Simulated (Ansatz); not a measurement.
## Energy on a grid of two coordinates

BSiNH3F (SMILES FBN=[SiH2]), singlet, PBE0-D4/def2-TZVP minimum:

| atom | x (Å) | y (Å) | z (Å) |
| --- | --- | --- | --- |
| F1 | 0.0018 | -2.0925 | 1.3164 |
| B2 | 0.3143 | -1.4582 | 0.1783 |
| N3 | 0.0264 | -0.1169 | 0.0151 |
| Si4 | -0.2904 | 1.4024 | -0.1988 |
| H5 | 0.8494 | -2.1051 | -0.6799 |
| H6 | -1.5589 | 1.8882 | -0.7842 |
| H7 | 0.6573 | 2.4821 | 0.1531 |

Rows set the bond length F1–B2 (Å; 1.340 at the minimum), columns the angle H5–B2–F1 (°; 117.1), set in this order; the parts move rigidly, in a bend the first-named atom's side turns in the plane, and in a torsion the whole end group turns. CCSD(T) energies count from the value at that structure, in eV. Program: Ansatz 0.2.0. Basis: def2-TZVPP. Cores are frozen in the correlated methods.

```csv
F1–B2 \ H5–B2–F1,87.1,97.1,107.1,117.1,127.1,137.1,147.1
1.206,1.713,1.061,0.671,0.511,0.561,0.812,1.264
1.245,1.358,0.745,0.382,0.241,?,0.564,1.021
1.302,1.036,0.477,0.152,0.038,0.119,0.391,0.855
1.369,0.878,0.378,0.096,0.011,0.112,0.397,0.869
1.443,0.893,0.453,0.214,0.159,0.281,?,1.059
1.523,1.050,0.670,0.474,0.450,0.593,0.905,1.392
1.608,?,0.992,0.837,0.842,1.005,1.331,?
```

**Question.** Fill in the withheld cells. (An estimate is asked for; the value comes from the calculation.)

**Answer.** By the calculation: (1.245, 127.1): 0.304; (1.443, 137.1): 0.580; (1.608, 87.1): 1.314; (1.608, 147.1): 1.826 eV. These count from the CCSD(T) energy at the PBE0-D4 minimum.

The same grid for a cheaper method: MP2 − CCSD(T), both counted from the minimum, in eV:
| F1–B2 \ H5–B2–F1 | 87.1 | 97.1 | 107.1 | 117.1 | 127.1 | 137.1 | 147.1 |
| --- | --- | --- | --- | --- | --- | --- | --- |
| 1.206 | 0.015 | 0.009 | 0.006 | 0.004 | 0.004 | 0.005 | 0.007 |
| 1.245 | 0.013 | 0.008 | 0.005 | 0.003 | 0.003 | 0.005 | 0.007 |
| 1.302 | 0.011 | 0.006 | 0.003 | 0.001 | 0.002 | 0.003 | 0.006 |
| 1.369 | 0.007 | 0.002 | 0.000 | -0.001 | 0.000 | 0.002 | 0.005 |
| 1.443 | 0.003 | -0.001 | -0.003 | -0.004 | -0.003 | 0.000 | 0.003 |
| 1.523 | -0.001 | -0.005 | -0.007 | -0.007 | -0.006 | -0.003 | 0.001 |
| 1.608 | -0.004 | -0.008 | -0.010 | -0.010 | -0.008 | -0.005 | -0.001 |

T1 diagnostic: at most 0.019.

For scale, one of the runs: CCSD(T)/def2-TZVPP, 177 basis functions (an equivalent command: `ansatz run in.yaml --threads 2`). Hardware: 2 CPU threads, shared host. Wall time 30 s; peak host memory 1.6 GiB.
